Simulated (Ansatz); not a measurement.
Geometry optimisation, Ansatz, RKS B3LYP-D4/STO-3G.

The input (input.yaml):

```yaml
crystal:
  periodic: [false, false, false]
  atoms:
    - { symbol: C, position_ang: [1.4226, -0.9197, -1.7738] }
    - { symbol: C, position_ang: [1.2059, -0.2683, -0.4034] }
    - { symbol: C, position_ang: [-0.1997, 0.2943, -0.2256] }
    - { symbol: C, position_ang: [-1.216, -0.5787, 0.266] }
    - { symbol: C, position_ang: [-0.7214, 0.456, 1.1528] }
    - { symbol: "N", position_ang: [-1.5095, 1.6532, 1.4903] }
    - { symbol: F, position_ang: [0.0844, 0.0035, 2.2208] }
    - { symbol: H, position_ang: [2.4266, -1.2497, -1.9184] }
    - { symbol: H, position_ang: [0.6707, -1.6794, -1.8966] }
    - { symbol: H, position_ang: [1.1976, -0.1277, -2.5437] }
    - { symbol: H, position_ang: [1.4241, -1.0272, 0.3741] }
    - { symbol: H, position_ang: [1.9599, 0.5486, -0.2561] }
    - { symbol: H, position_ang: [-0.4515, 1.086, -0.957] }
    - { symbol: H, position_ang: [-1.0998, -1.6093, 0.5352] }
    - { symbol: H, position_ang: [-2.2754, -0.4432, -0.1488] }
    - { symbol: H, position_ang: [-2.0745, 1.4603, 2.3261] }
    - { symbol: H, position_ang: [-0.8633, 2.4009, 1.7982] }
basis:
  gaussian: { orbitals: STO-3G }
hamiltonian:
  xc: b3lyp
  dispersion: d4
relax:
  f_tol: 0.02
  max_steps: 40
scf:
  lower_state_search: "off"
```

Command:

```bash
$ ansatz run input.yaml --threads 1 --pin off --max-ram 2048MiB --backend cpu --events-out ev --progress --plain --runs-dir out
```

Question: Where does it end, and by what steps?

Answer: The run converged. Limits of this set-up: minimal basis. After 9 steps the energy has fallen by 0.789 eV; H10 moved furthest, 0.18 Å.

| step | energy less start (eV) | largest force component (eV/Å) | accepted |
| --- | --- | --- | --- |
| 0 | 0.0000 | 7.553 | yes |
| 1 | -0.6838 | 2.158 | yes |
| 2 | -0.7738 | 0.408 | yes |
| 3 | -0.7844 | 0.211 | yes |
| 4 | -0.7870 | 0.122 | yes |
| 5 | -0.7880 | 0.041 | yes |
| 6 | -0.7863 | 0.184 | no |
| 7 | -0.7884 | 0.033 | yes |
| 8 | -0.7886 | 0.034 | yes |
| 9 | -0.7887 | 0.016 | yes |

```xyz
17
Properties=species:S:1:pos:R:3
C 1.391 -0.966 -1.785
C 1.271 -0.207 -0.432
C -0.139 0.379 -0.215
C -1.286 -0.557 0.216
C -0.715 0.465 1.217
N -1.575 1.657 1.522
F 0.064 -0.004 2.281
H 2.403 -1.382 -1.906
H 0.667 -1.793 -1.828
H 1.191 -0.287 -2.629
H 1.503 -0.892 0.403
H 2.012 0.611 -0.402
H -0.417 1.203 -0.886
H -1.036 -1.612 0.377
H -2.289 -0.373 -0.184
H -2.152 1.376 2.368
H -0.913 2.384 1.922
```

Whether the end is a true minimum wasn't checked by a vibrational analysis.

The run took 57 s on 1 thread of Arm Neoverse N1 (shared host), peak memory 0.12 GiB.
